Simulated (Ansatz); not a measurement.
Ligand exchange: SnH2(CH3)2 + SiH3Br → SnH2(CH3)(SiH3) + CH3Br

Species: SnH2(CH3)2, singlet; SiH3Br `[SiH3]Br`, singlet; SnH2(CH3)(SiH3), singlet; CH3Br (bromomethane) `CBr`, singlet. The partners trade CH3 for SiH3: Sn–CH3 and Br–SiH3 bonds give way to Sn–SiH3 and Br–CH3.

Shapes, held fixed at every level: PBE0-D4/def2-TZVP. Programs: Ansatz 0.2.0. The zero-point and thermal change to 298 K, harmonic and unscaled (PBE0-D4/def2-TZVP), is +1.3 kJ/mol.

```json
{"level": "HF/def2-SVP", "kind": "Hartree–Fock", "ΔH(298 K) (kJ/mol)": "+106.1", "less CCSD(T)/def2-TZVPP": "+1.7", "CPU time (sum over the molecules)": "–"}
{"level": "SPW92/def2-TZVPP", "kind": "LDA", "ΔH(298 K) (kJ/mol)": "+91.5", "less CCSD(T)/def2-TZVPP": "-12.9", "CPU time (sum over the molecules)": "14 s"}
{"level": "r2SCAN-D4/def2-TZVPP", "kind": "meta-GGA", "ΔH(298 K) (kJ/mol)": "+101.9", "less CCSD(T)/def2-TZVPP": "-2.5", "CPU time (sum over the molecules)": "40 s"}
{"level": "B3LYP-D4/def2-TZVPP", "kind": "global hybrid", "ΔH(298 K) (kJ/mol)": "+98.1", "less CCSD(T)/def2-TZVPP": "-6.3", "CPU time (sum over the molecules)": "37 s"}
{"level": "PBE0-D4/def2-TZVPP", "kind": "global hybrid", "ΔH(298 K) (kJ/mol)": "+96.1", "less CCSD(T)/def2-TZVPP": "-8.3", "CPU time (sum over the molecules)": "25 s"}
{"level": "CCSD(T)/def2-SVP", "kind": "coupled cluster or CI", "ΔH(298 K) (kJ/mol)": "+98.7", "less CCSD(T)/def2-TZVPP": "-5.7", "CPU time (sum over the molecules)": "32 s"}
{"level": "CCSD(T)/def2-TZVPP", "kind": "coupled cluster or CI", "ΔH(298 K) (kJ/mol)": "+104.4", "less CCSD(T)/def2-TZVPP": "0.0", "CPU time (sum over the molecules)": "12 min"}
```

The highest level, CCSD(T)/def2-TZVPP, gives ΔH(298 K) = +104.4 kJ/mol; the levels span +91.5 to +106.1. The column of differences is taken from that level and isn't an error. No measured value is set beside it here. For atoms past krypton def2 sets carry core potentials with scalar relativity. Relativity is left out for Br. Outer-core shells of Br, Sn are correlated in most correlated rows, in sets that cover them unevenly. Times are processor times on shared x86 and Arm servers, and rough.
